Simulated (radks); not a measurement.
Charge is removed step by step from the 5s down level of Sm2+, starting from [Kr] 4d10 4f6 5s(up 1, down 1) 5p6. All-electron calculation, scalar-relativistic Kohn-Sham, PBE, spin-polarised, spherical densities, finite nucleus; open shells are filled with parallel spins first (spin-orbit coupling, left out, can overturn this in heavy ions); Fermi nuclear charge, rms radius 5.0819 fm. Program: a radial shooting solver on a logarithmic mesh with Libxc functionals.

removed (e),E - E(0) (eV),eigenvalue (eV),E minus straight line (eV)
0,0.000,-54.855,0.000
0.25,14.103,-58.037,-1.216
0.5,29.008,-61.274,-1.630
0.75,44.728,-64.559,-1.228
1,61.275,-67.886,0.000

Removing the whole electron costs 61.275 eV by Delta-SCF, against 54.855 eV from minus the eigenvalue at the starting occupation. Slater's transition state (half an electron removed) gives 61.274 eV. Integrating minus the eigenvalue over the occupation (Janak's theorem) gives 61.306 eV. In this scalar-relativistic scheme the density is built from large components alone, so the theorem holds only approximately. The mean slope of the eigenvalue, de/dn, is 13.0 eV per electron.
